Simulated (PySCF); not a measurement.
The PySCF input:
```python
from pyscf import gto, scf, dft

mol = gto.Mole()
mol.atom = '''
    I     2.25206705   -0.94421030   -0.11161709
    Ge   -0.01119006    0.00978107    0.77507200
    I    -1.93899559   -1.47944112   -0.16537093
    I    -0.30631520    2.41774587   -0.19097999
'''
mol.basis = 'def2-svp'
mol.ecp = {'I': 'def2-svp'}
mol.spin = 1
mol.verbose = 4
mol.build()

mf = dft.UKS(mol)
mf.xc = 'pbe'
mf = mf.density_fit(auxbasis='def2-universal-jkfit')
mf.kernel()
mf.analyze()
```

Question: What does this run give for the total energy, number of basis functions, <S^2>, dipole moment?

Answer: 
The total energy is -2969.6020 Eh and the number of basis functions is 110. The <S^2> is 0.752 and the dipole moment is 0.55 D.

These values belong to the state on which the SCF converged, which isn't shown to be the lowest.

Question: Roughly what does it cost on one core?

Answer: roughly 40 core-seconds.
